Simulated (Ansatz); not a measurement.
CdMeBr (CH₃BrCd). Charge 0, multiplicity 1. Geometry PBE0-D4/def2-TZVP; atoms count from 1.

```xyz
6

Cd    1.001    0.604    0.139
C    -0.785   -0.472   -0.108
H    -1.634    0.208   -0.037
H    -0.863   -1.231    0.669
H    -0.788   -0.953   -1.086
Br    3.069    1.844    0.423
```

In the def2 sets Cd takes a core potential; there is no spin–orbit coupling.

(1) Estimate the Mulliken populations from the PBE0/def2-TZVP orbitals of Ansatz.

(2) And the Mayer bond orders between bonded heavy atoms (over 0.3)?

Answers

(1) 
| atom | charge (e) | d electrons |
| --- | --- | --- |
| Cd1 | 0.67 | 9.96 |
| C2 | -0.68 | – |
| H3 | 0.15 | – |
| H4 | 0.15 | – |
| H5 | 0.15 | – |
| Br6 | -0.43 | – |
Mulliken values and Mayer orders depend strongly on the basis.

(2) Cd1–C2 0.89 (2.10 Å); Cd1–Br6 0.87 (2.43 Å).
